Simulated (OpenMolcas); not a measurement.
# Kr4+: effect of the active space

```json
{"Program": "OpenMolcas 26.06", "Method": "CASSCF or its RAS form", "Basis": "ANO-R1", "Scalar Hamiltonian": "X2C, finite nucleus", "Spin-orbit coupling": "state interaction with AMFI integrals over the reference wave functions, term energies averaged over their components"}
```

A. 2 electrons in 3 orbitals (4p); 2S+1 = 3 even, 3 roots; 2S+1 = 1 even, 6 roots; cost of the order of 2.5 core-seconds
B. 4 electrons in 4 orbitals (4s 4p); 2S+1 = 3 even, 6 roots; 2S+1 = 1 even, 11 roots; 2S+1 = 5 odd, 1 root; 2S+1 = 3 odd, 9 roots; 2S+1 = 1 odd, 8 roots; cost of the order of 15 core-seconds
C. 4 electrons in 9 orbitals (RAS2 4s 4p; RAS3 4d, at most 2 electrons); 2S+1 = 3 even, 3 roots; 2S+1 = 1 even, 6 roots; 2S+1 = 5 odd, 1 root; 2S+1 = 3 odd, 5 roots; cost of the order of 24 core-seconds

Energies in cm-1 above 4s2 4p2 3P0, the measured ground level; measured values from Saloman, J. Phys. Chem. Ref. Data 36, 215 (2007).

```tsv
Level	A	B	C	Measured
4s2 4p2 3P0	0.0	0.0	0.0	0.0
4s2 4p2 3P1	3506	3638	3507	3743
4s2 4p2 3P2	7563	7589	7459	7595
4s2 4p2 1D2	22417	22424	21858	19723
4s2 4p2 1S0	45936	37951	42126	39204
```

Deviations, from unrounded energies. A percentage is the sum of absolute deviations over the sum of measured energies, with the sign that they share, or ± where signs differ.

```
                        Against measurement  Levels      A     B     C
             mean absolute deviation (cm-1)       4   2400  1000  1400
      fine structure of the ground term (%)       2   -2.4  -1.0  -3.3
other terms of the ground configuration (%)       2  +16.0  ±6.7  +8.6
```

B lies closest to measurement on these levels and A furthest from it. The largest miss of B in the table is 4s2 4p2 1D2, by +2700 cm-1. The ranking rests on the paired levels alone, and a cruder setting can come out closer through cancelling errors.

Among A to C the level of the table that moves most is 4s2 4p2 1S0, by 8000 cm-1 (lowest in B, highest in A).

The basis is small and was not contracted for so high a charge. With the s shell closed, the reference lacks s² → p² mixing (holds for A). Active for correlation alone: 4d; no level in the range computed is led by a configuration that fills it, so any true level of that kind is missing (holds for C). Computed and measured levels are paired by configuration, term and J; levels that our copy of the source lacks, or whose pairing is in doubt (as where it misses far off the trend of its configuration), stay unpaired and out of the deviations. Levels of configurations outside the active space are missing. The table leaves out levels that lie high or whose names do not pair safely across all columns.
